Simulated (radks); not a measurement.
Question: The erbium ion Er6+ is in [Xe] 4f8. All-electron calculation, scalar-relativistic Kohn-Sham, PBEsol, spin-polarised, spherical densities, finite nucleus; Fermi nuclear charge, rms radius of each element as measured or else 0.836 A^(1/3) + 0.57 fm. Program: a radial shooting solver on a logarithmic mesh with Libxc functionals. Open shells are filled with parallel spins first. One electron is removed from 4d, 5p, 5s, 4f in turn, with full relaxation. Which removal costs least, and what does each cost?

Answer: 4f 113.89 eV; 5p 114.23 eV; 5s 145.10 eV; 4d 280.86 eV. The 4f electron leaves first.
